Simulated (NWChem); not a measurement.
BHICl; SMILES ClBI

All runs: NWChem. def2 effective core potentials on I; no spin-orbit coupling. Each level has its own optimisation; frequencies are unscaled.

```json
[
 {"level": "Hartree-Fock/3-21G (all-electron, non-relativistic)", "r B–Cl (Å)": "1.782", "r B–H (Å)": "1.171", "r B–I (Å)": "2.169", "highest harmonic frequency (cm⁻¹)": "2900", "lowest (cm⁻¹)": "210", "zero-point energy (kcal/mol)": "9.1"},
 {"level": "Hartree-Fock/STO-3G (all-electron, non-relativistic)", "r B–Cl (Å)": "1.774", "r B–H (Å)": "1.162", "r B–I (Å)": "2.091", "highest harmonic frequency (cm⁻¹)": "3263", "lowest (cm⁻¹)": "238", "zero-point energy (kcal/mol)": "10.4"},
 {"level": "BLYP/def2-SVP (core potentials)", "r B–Cl (Å)": "1.752", "r B–H (Å)": "1.204", "r B–I (Å)": "2.151", "highest harmonic frequency (cm⁻¹)": "2617", "lowest (cm⁻¹)": "197", "zero-point energy (kcal/mol)": "8.4"},
 {"level": "PBE-D3(BJ)/def2-SVP (core potentials)", "r B–Cl (Å)": "1.743", "r B–H (Å)": "1.208", "r B–I (Å)": "2.129", "highest harmonic frequency (cm⁻¹)": "2620", "lowest (cm⁻¹)": "199", "zero-point energy (kcal/mol)": "8.5"}
]
```
